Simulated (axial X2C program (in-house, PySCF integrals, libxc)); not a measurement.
The numbers below are computed, except where a source is named.
**CuF⁺: input and output of an EOM-IP-CCSD run**

Program: an axial X2C code built on PySCF integrals.

Input and command:
```json
{"zs": [29, 9], "q": 1, "bas": ["dyall-cv3z", "dyall-av3z"], "r0": 1.76, "eom": "ip", "rq": 0, "thr": -2.0, "nmax": 95, "grid": [1, 0.96, 1.045, 0.92, 1.09, 1.15]}
```
```bash
python soeom.py task.json out
```

Keys: zs atomic numbers; q charge; bas basis sets; r0 starting distance in Å; eom kind of EOM run; rq charge at which the geometry is sought; thr threshold in hartree for freezing inner shells (an s shell follows its p shell); nmax most natural virtual spinors; grid distances as factors.

Output at R = 1.746 Å (near the PBE0 minimum at charge 0 of the determinant lowest at the starting distance; the state shown can have its own minimum elsewhere), reference CuF:

```
two-component X2C + atomic mean field  HF
basis functions 159  fitting functions 859  grid points 5077
iter        total energy     max residual
   1      -1752.132762634     6.02e-01
   2      -1752.281701728     2.71e-02
   3      -1752.279377171     3.51e-02
   4      -1752.288130361     4.39e-03
   5      -1752.288536347     3.37e-03
   6      -1752.288766385     2.67e-03
   7      -1752.289017548     1.34e-03
   8      -1752.289068211     3.79e-04
   9      -1752.289074286     6.40e-05
  10      -1752.289074585     3.77e-05
  11      -1752.289074622     2.45e-05
  12      -1752.289074638     1.16e-05
  13      -1752.289074642     2.14e-06
  14      -1752.289074642     3.61e-07
converged
one-electron -2605.05506521  Coulomb 850.91123920  exact exchange -76.73351208  xc functional 0.00000000  nuclear repulsion 79.10380988  atomic mean-field constant -0.51554643
correlated 18  virtual 246  natural virtual 94  E(MP2) -0.818750993  MP2 remainder -0.075295955
iter   CCSD correlation   residual
   1     -0.636102295   2.37e-01
   2     -0.669401243   1.21e-01
   3     -0.672676926   2.06e-02
   4     -0.672872046   8.73e-03
   5     -0.672911094   3.55e-03
   6     -0.672955846   1.61e-03
   7     -0.672923656   5.70e-04
   8     -0.672925631   1.74e-04
   9     -0.672933297   5.50e-05
  10     -0.672930061   2.11e-05
  11     -0.672930962   8.69e-06
  12     -0.672930821   3.00e-06
  13     -0.672930764   1.54e-06
  14     -0.672930769   8.15e-07
(T) -0.022683456  T1 0.0277  D1 0.0674  max T2 0.042
EOM-IP-CCSD roots
2*Omega      energy/Eh   energy/eV  one-particle weight
    1       0.37285874     10.1460      0.941
    1       0.38689946     10.5281      0.933
    1       0.47173380     12.8365      0.932
    1       0.49873838     13.5714      0.928
    3       0.38282371     10.4172      0.933
    3       0.42702941     11.6201      0.935
    3       0.46959851     12.7784      0.932
    5       0.41933905     11.4108      0.935
```
T1 in the output is the amplitude norm over the root of the electron number; divide by √2 for the Lee–Taylor value.

Reference electrons by ω block (each with its −ω partner): 1/2: 13, 3/2: 5, 5/2: 1. Root energies count from the CCSD energy of the reference. The reference need not be the lowest state of its species. All roots sought are printed; those with a small one-particle weight need a further excitation, are placed far too high, and may in truth lie low or lowest. Inner shells are frozen, and levels at this size can be off by some tenths of an eV.
